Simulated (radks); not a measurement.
Values are calculated unless marked as measured or tabulated.
The thallium anion Tl- inside a hard spherical wall (all orbitals vanish at R), configuration held at [Hg] 6p2 and not refilled when levels cross. Code: a radial shooting solver on a logarithmic mesh with Libxc functionals. Model: scalar-relativistic Kohn-Sham, LDA (Slater exchange, Perdew-Wang correlation), spin-unpolarised, spherical densities, finite nucleus; Fermi nuclear charge, rms radius 5.4759 fm. Eigenvalues in eV, with the zero of energy where the potential of the charges vanishes at infinity; a dash marks a level that is unbound or too diffuse for the functional's potential to be trusted. A positive occupied level is held by the wall or, in an anion where self-interaction has pushed it up, behind a barrier. The pressure on the wall is -dE/dV.

\begin{tabular}{lrrrrrrrrr}
R (bohr) & E (hartree) & kinetic (hartree) & e(5p) & e(5d) & e(6s) & e(6p) & e(7s, empty) & e(6d, empty) & pressure (GPa) \\ \hline
15 & -20229.7525 & 22764.380 & -71.342 & -10.700 & -5.027 & 1.539 & 2.200 & 3.264 & 0.0119 \\
12 & -20229.7465 & 22764.394 & -70.825 & -10.183 & -4.552 & 1.946 & 3.061 & 4.445 & 0.0542 \\
10 & -20229.7359 & 22764.420 & -70.216 & -9.576 & -4.010 & 2.463 & 4.271 & 5.815 & 0.188 \\
8 & -20229.7073 & 22764.499 & -69.171 & -8.540 & -3.117 & 3.469 & 6.946 & 8.285 & 0.883 \\
6 & -20229.5991 & 22764.864 & -66.976 & -6.399 & -1.265 & 6.016 & 14.454 & 13.885 & 7.14 \\
5 & -20229.4121 & 22765.558 & -64.610 & -4.150 & 0.889 & 9.192 & 23.978 & 20.192 & 28.3 \\
4 & -20228.8176 & 22767.839 & -59.631 & 0.474 & 6.068 & 16.707 & 45.668 & 33.716 & 157 \\
2.5 & -20221.4296 & 22795.285 & -31.279 & 28.541 & 49.176 & 74.100 & 184.80 & 116.65 & 5750 \\
2 & -20206.7868 & 22846.168 & -0.265 & 64.046 & 117.50 & 157.59 & 358.08 & 218.81 & 30000 \\
1.5 & -20149.7354 & 23027.601 & 83.762 & 166.28 & 335.23 & 403.74 & 822.54 & 492.36 & 233000 \\
\end{tabular}
